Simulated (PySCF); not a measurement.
The same groups moved round the core (cyclohexane cyano+boryl). Isolated molecules, 0 K electronic values unless said otherwise. One relaxed conformer stands for each flexible species; it need not be the lowest. Strings in code marks are SMILES. All members: neutral, multiplicity 1. Level: TPSSh-D3(BJ)/def2-TZVP // PBE0-D3(BJ)/def2-SVP (PySCF), beside PBE-D3(BJ)/def2-TZVP // PBE0-D3(BJ)/def2-SVP (PySCF) at the same geometries. 

| species | HOMO–LUMO gap, PBE (eV) | HOMO–LUMO gap, TPSSh-D3(BJ) (eV) |
|---|---|---|
| `BC1(C#N)CCCCC1` (H–B–C–C torsion 88°) | 4.41 | 5.59 |
| `B[C@@H]1CCCC[C@H]1C#N` (H–B–C–C torsion 102°) | 4.60 | 5.84 |
| `B[C@@H]1CCCC[C@@H]1C#N` (H–B–C–C torsion 30°) | 4.60 | 5.85 |
| `B[C@H]1CC[C@@H](C#N)CC1` (H–B–C–C torsion 24°) | 4.64 | 5.89 |
| `B[C@H]1CC[C@H](C#N)CC1` (H–B–C–C torsion 161°) | 4.74 | 5.98 |
| `B[C@@H]1CCC[C@@H](C#N)C1` (H–B–C–C torsion 28°) | 4.78 | withheld |
| `B[C@@H]1CCC[C@H](C#N)C1` (H–B–C–C torsion 14°) | 5.21 | 6.50 |

Question: Fit y = a + b·x, y being the HOMO–LUMO gap at the first level, to the 6 complete rows by least squares, with x = the PBE value in eV. Give a, b and the rms residual, and predict the withheld value.

Answer: Means of the 6 rows: x̄ = 4.7, ȳ = 5.9417 eV. Σ(x − x̄)² = 0.3694 and Σ(x − x̄)(y − ȳ) = 0.4107, so b = 1.112 and a = ȳ − b·x̄ = 0.715 eV. The rms residual is 0.017 eV. At x = 4.78 the line gives 6.03 eV. The run for `B[C@@H]1CCC[C@@H](C#N)C1` (H–B–C–C torsion 28°) gave 6.04 eV, so the line is off by 0.01 eV, within twice the rms residual.

Codes: PySCF.
